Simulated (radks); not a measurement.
Fractional charge and spin in the 5d shell of mercury: the spin-up occupation runs from 4 to 5 and the spin-down occupation from 4 to 5; the fullest corner is Hg, [Xe] 4f14 6s2 5d(up 5, down 5). All-electron calculation, scalar-relativistic Kohn-Sham, SCAN, spin-polarised, spherical densities, finite nucleus; meta-GGA in the generalised Kohn-Sham scheme; Fermi nuclear charge, rms radius of each element as measured or else 0.836 A^(1/3) + 0.57 fm. Program: a radial shooting solver on a logarithmic mesh with Libxc functionals. Energy (eV) above the fullest corner. The planes named below are the two flat planes that join the four corners, with an edge along up + down = one added electron.

| down \ up | 4 | 4.25 | 4.5 | 4.75 | 5 |
|---|---|---|---|---|---|
| 4 | 44.051 | 35.756 | 28.264 | 21.560 | 15.627 |
| 4.25 | 35.756 | 28.320 | 21.670 | 15.790 | 10.659 |
| 4.5 | 28.264 | 21.670 | 15.845 | 10.767 | 6.413 |
| 4.75 | 21.560 | 15.790 | 10.767 | 6.466 | 2.871 |
| 5 | 15.627 | 10.659 | 6.413 | 2.871 | 0.000 |

Corners above the fullest one (they belong to Hg+ and the next ion): (up 5, down 4) 15.627 eV, (up 4, down 5) 15.627 eV, (up 4, down 4) 44.051 eV. With half an added electron in each spin the energy lies 0.218 eV from the planes, and with half an added electron in spin up alone -1.575 eV. The planes are only a guide here: the flat-plane condition holds for ground states with one frontier orbital, while this shell lies below other occupied shells, so the corners above the fullest one are inner-hole states and not the ground states of those ions.
